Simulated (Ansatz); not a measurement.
Geometry optimisation, RHF/6-31G* (Ansatz 0.2.0).

Input:

```yaml
crystal:
  periodic: [false, false, false]
  atoms:
    - { symbol: B, position_ang: [-0.61212, 1.10793, -0.0681] }
    - { symbol: C, position_ang: [0.18244, -0.07011, -0.22925] }
    - { symbol: O, position_ang: [1.55099, -0.23744, 0.22136] }
    - { symbol: O, position_ang: [-0.26132, -1.31646, -0.82189] }
    - { symbol: H, position_ang: [-1.74735, 1.14802, -0.46412] }
    - { symbol: H, position_ang: [-0.16405, 2.09383, 0.4553] }
    - { symbol: H, position_ang: [1.53593, -0.79932, 1.01] }
    - { symbol: H, position_ang: [-0.22119, -1.22059, -1.78495] }
total_charge: -1
basis:
  gaussian: { orbitals: "6-31G*" }
hamiltonian:
  xc: hf
relax:
  f_tol: 0.015
  max_steps: 40
```

Launched with:

```bash
$ ansatz run input.yaml --threads 1 --pin off --max-ram 2048MiB --backend cpu --events-out ev --progress --plain --runs-dir out
```

Q: Where does it end, and by what steps?

A: The run converged. Limits of this set-up: an anion without diffuse functions, the dipole of an ion depends on the origin. After 8 steps the energy has fallen by 0.134 eV; H8 moved furthest, 0.45 Å.

| step | energy less start (eV) | largest force component (eV/Å) | accepted |
| --- | --- | --- | --- |
| 0 | 0.0000 | 1.268 | yes |
| 1 | -0.0794 | 0.621 | yes |
| 2 | -0.1031 | 0.134 | yes |
| 3 | -0.1134 | 0.428 | yes |
| 4 | -0.1214 | 0.333 | yes |
| 5 | -0.0894 | 1.568 | no |
| 6 | -0.1311 | 0.054 | yes |
| 7 | -0.1337 | 0.041 | yes |
| 8 | -0.1339 | 0.006 | yes |

```xyz
8
Properties=species:S:1:pos:R:3
B -0.644 1.156 -0.047
C 0.116 -0.042 -0.230
O 1.471 -0.232 0.118
O -0.354 -1.249 -0.791
H -1.787 1.244 -0.452
H -0.169 2.122 0.520
H 1.488 -0.903 0.789
H 0.142 -1.390 -1.589
```

Time of the run: 15 s on 1 thread of Intel(R) Xeon(R) Processor @ 2.70GHz (shared host), peak memory 0.13 GiB.
